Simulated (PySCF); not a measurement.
Zn²⁺: ionisation energy

Zn²⁺ [Ar] 3d10 (1S) → Zn³⁺ [Ar] 3d9 (2D), as a difference of total energies. Computed with PySCF 2.14 in def2-TZVPPD (6s6p4d2f1g, 67 functions), with no relativity, point nucleus. Correlated levels: valence: [Ar] frozen; valence and next inner shell: [Ne] frozen. The calculations carry no spin-orbit coupling.

| method | ionisation energy (eV) | plus first-order spin-orbit estimate | difference from reference of that sum (eV) |
| --- | --- | --- | --- |
| UHF | 37.327 | 37.188 | -2.535 |
| LDA | 41.054 | 40.915 | +1.192 |
| PBE | 40.411 | 40.272 | +0.549 |
| PBE0 | 39.942 | 39.803 | +0.080 |
| r2SCAN | 39.966 | 39.827 | +0.104 |
| wB97M-V | 39.838 | 39.699 | -0.024 |
| TPSS | 40.041 | 39.902 | +0.179 |
| wB97X | 39.829 | 39.690 | -0.033 |
| BP86 | 40.463 | 40.324 | +0.601 |
| MP2 (valence) | 40.239 | 40.099 | +0.376 |
| SCS-MP2 (valence) | 39.884 | 39.745 | +0.022 |
| MP2 (valence and next inner shell) | 40.751 | 40.612 | +0.889 |
| SCS-MP2 (valence and next inner shell) | 40.292 | 40.153 | +0.430 |

Reference: 39.723 eV (measured; NIST Atomic Spectra Database, ionization energies).

A first-order spin-orbit estimate (lowest level to lowest level, LS coupling) adds -0.139 eV.

These non-relativistic numbers lack the scalar-relativistic shift.

Errors of the correlated levels include the incompleteness of this basis and the frozen core.
